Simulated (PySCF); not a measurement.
chlorosilylformaldehyde (CH₃ClOSi), SMILES O=C[SiH2]Cl. Heavy atoms are numbered as in [O:1]=[CH:2][SiH2:3][Cl:4]. Hydrogens are named by the atom that carries them.

Geometry optimised at B3LYP-D3(BJ)/def2-SVP. One conformer was computed; it need not be the lowest.

Method: PBE/pcSseg-1 (PySCF).

GIAO shieldings, no solvent; atoms alike by connectivity are averaged. δ = σ(ref) − σ: ¹⁷O against H2O (σ = 334.3 ppm); ¹³C against TMS (σ = 182.0 ppm); ²⁹Si against TMS (σ = 335.4 ppm); ³⁵Cl against HCl (σ = 936.5 ppm); ¹H against TMS (σ = 31.49 ppm), references at their B3LYP-D3(BJ)/def2-TZVP geometries, non-relativistic (without spin–orbit terms, shifts of atoms bonded to Cl or Br come out too high).

Problem. Estimate the chemical shifts. (An estimate is asked for; the answer gives what the named calculation found.)

Solution. 
```
nucleus       atoms  count  δ (ppm)
-------  ----------  -----  -------
¹⁷O              O1      1    933.2
¹³C         C2 (CH)      1    245.5
²⁹Si     Si3 (SiH2)      1    -48.7
³⁵Cl            Cl4      1    -52.9
¹H          H on C2      1    12.36
¹H         H on Si3      2     5.12
```
